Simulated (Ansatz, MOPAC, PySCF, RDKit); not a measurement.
CH4O (SMILES CO) and HBr (SMILES Br) are pulled apart as rigid monomers along the line of their centres of mass, from the B3LYP-D3(BJ)/def2-TZVP minimum. Starting geometry (charge 0, multiplicity 1):
```
atom    x (Å)    y (Å)    z (Å)
----  -------  -------  -------
C     -0.1565   0.4894   0.2119
O     -0.1782  -0.7630   0.9054
H     -0.0389   0.3383  -0.8634
H      0.7040   1.0369   0.5894
H     -1.0601   1.0723   0.4066
H     -0.9356  -1.2792   0.6077
Br    -0.5418  -0.0127   4.0254
H     -0.3351  -0.4349   2.6448
```

Interaction energies with rigid monomers; basis-set methods are counterpoise corrected unless marked otherwise.

Rows in 3-21G carry no dispersion term and start afresh at each structure; the Pople sets are all-electron and without relativity. The state that PM3 reach isn't checked.

The values were computed with Ansatz (a program for electronic structure); MOPAC for PM3 (differences of heats of formation); PySCF for 3-21G rows, the dispersion terms; RDKit for the force fields. 

| O2···H8 (Å) | UFF (kcal/mol) | PM3 (kcal/mol) | HF/3-21G (no counterpoise) (kcal/mol) | PBE0-D4/def2-TZVPPD (kcal/mol) | wB97X-V/def2-TZVPPD (kcal/mol) |
|---|---|---|---|---|---|
| 1.60 | 189.12 | -5.37 | -9.01 | -6.69 | -5.32 |
| 1.78 | 52.48 | -6.58 | -9.15 | -7.02 | -6.06 |
| 2.04 | 8.55 | -3.30 | -8.00 | -6.11 | -5.58 |
| 2.48 | (withheld) | -1.87 | -5.38 | -4.02 | (withheld) |
| 3.19 | -0.33 | -0.88 | -1.99 | -1.89 | -1.83 |

Q: What belongs in the gaps?

A: 
- 2.48, wB97X-V/def2-TZVPPD (kcal/mol): -3.83
- 2.48, UFF (kcal/mol): -0.01
